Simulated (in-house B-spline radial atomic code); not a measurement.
Configurations of Ta⁷⁺, with energies counted from [Kr] 4d10 (4f5/2)6 (4f7/2)7 5s2 (5p1/2)2 (5p3/2)3. Computed with a B-spline radial code for spherical atoms: Dirac-Hartree-Fock, average of each configuration as written, Fermi nucleus of rms radius 5.3507 fm. Energies include first-order Breit, QED and recoil terms.

Occupations are held fixed; configurations that lie above the ionisation limit could autoionise.

```
                                                          configuration  E - E(ref) (eV)  highest orbital  its <r> (bohr)
                      [Kr] 4d10 (4f5/2)5 (4f7/2)8 5s2 (5p1/2)2 (5p3/2)3           1.9823            5p3/2           1.214
                  [Kr] 4d10 (4f5/2)6 (4f7/2)7 5s2 (5p1/2)2 (5p3/2)2 7s1           91.692            7s1/2           3.654
             [Kr] 4d10 (4f5/2)6 (4f7/2)6 5s2 (5p1/2)2 (5p3/2)3 (5g7/2)1           103.45            5g7/2           3.346
             [Kr] 4d10 (4f5/2)5 (4f7/2)8 5s2 (5p1/2)2 (5p3/2)2 (9d5/2)1           122.44            9d5/2           9.477
                           [Kr] 4d10 (4f5/2)5 (4f7/2)8 5s2 (5p3/2)4 9s1           139.91            9s1/2           7.711
[Kr] (4d3/2)4 (4d5/2)5 (4f5/2)5 (4f7/2)8 5s2 (5p1/2)2 (5p3/2)3 (8g9/2)1            337.6            8g9/2           10.53
[Kr] (4d3/2)3 (4d5/2)6 (4f5/2)6 (4f7/2)7 5s2 (5p1/2)1 (5p3/2)4 (9g7/2)1           361.47            9g7/2           13.69
```

Problem. Order these further configurations by energy, lowest first.
A. [Kr] 4d10 (4f5/2)6 (4f7/2)6 5s2 (5p1/2)1 (5p3/2)4 (8d3/2)1
B. [Kr] 4d10 (4f5/2)6 (4f7/2)7 5s2 (5p1/2)1 (5p3/2)3 (6f5/2)1
C. [Kr] 4d10 (4f5/2)6 (4f7/2)7 5s2 (5p3/2)4 (9p3/2)1
D. [Kr] 4d10 (4f5/2)4 (4f7/2)8 5s2 (5p1/2)2 (5p3/2)3 (8f7/2)1
E. [Kr] 4d10 (4f5/2)5 (4f7/2)8 5s2 (5p1/2)1 (5p3/2)4

Solution. E (12.161 eV), B (113.08 eV), D (124.92 eV), A (127.28 eV), C (140.33 eV).

Problem. How far above the reference does [Kr] (4d3/2)3 (4d5/2)6 (4f5/2)6 (4f7/2)7 5s2 (5p1/2)1 (5p3/2)4 (6g9/2)1 lie?

Solution. 347.82 eV; its least bound orbital is 6g9/2 with <r> = 5.349 bohr.

Problem. How far above the reference does [Kr] (4d3/2)4 (4d5/2)5 (4f5/2)5 (4f7/2)8 5s2 (5p1/2)1 (5p3/2)4 (5d3/2)1 lie?

Solution. 266.32 eV; its least bound orbital is 5d3/2 with <r> = 1.441 bohr.
